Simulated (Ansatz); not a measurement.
**How methods differ on SnH3O (SMILES [OH][SnH2])**

The species is SnH3O (5 atoms), meant as a doublet with charge 0. SMILES: `[OH][SnH2]`. The shape is that of a PBE0-D4/def2-TZVP optimisation. This is one conformer, not always the lowest.

Quantity: the vertical ionisation energy (to the singlet cation), in eV. The values are calculated.

| level | kind | program | value (eV) | less FCI/STO-3G | CPU time (all runs) |
| --- | --- | --- | --- | --- | --- |
| USVWN5/STO-3G | LDA | Ansatz | 5.05 | +1.01 | 2.6 s |
| U-r2SCAN0/STO-3G | hybrid meta-GGA | Ansatz | 5.48 | +1.44 | 11 s |
| UB3LYP/STO-3G | global hybrid | Ansatz | 5.34 | +1.30 | 4.9 s |
| U-wB97M-V/STO-3G | range-separated hybrid | Ansatz | 5.19 | +1.15 | 56 s |
| UCAM-B3LYP/STO-3G | range-separated hybrid | Ansatz | 5.41 | +1.37 | 5.9 s |
| RPA@PBE/STO-3G | RPA | Ansatz | 3.89 | -0.15 | 5.7 s |
| UCCSDT(Q)/STO-3G | coupled cluster or CI | Ansatz | 4.02 | -0.02 | 3.8 s |
| FCI/STO-3G | exact in the basis | Ansatz | 4.04 | 0.00 | 2.7 min |

FCI/STO-3G is exact within its basis and frozen core, so for wave-function methods in that basis the difference is their error; functionals converge differently with the basis, so for them it is only a difference. All-electron rows without a relativistic Hamiltonian named are non-relativistic. Spin-orbit coupling, which can split open shells on such heavy atoms by tenths of an eV, is left out. The values span 3.89 to 5.48 eV. All rows use very small basis sets, so none should be taken for the real molecule's value. In the correlated wave-function rows the outer d shell of Sn is correlated, in sets not made for it. Times are those of the runs behind each value, whatever else they computed, on shared processors of several kinds: orders of magnitude only.
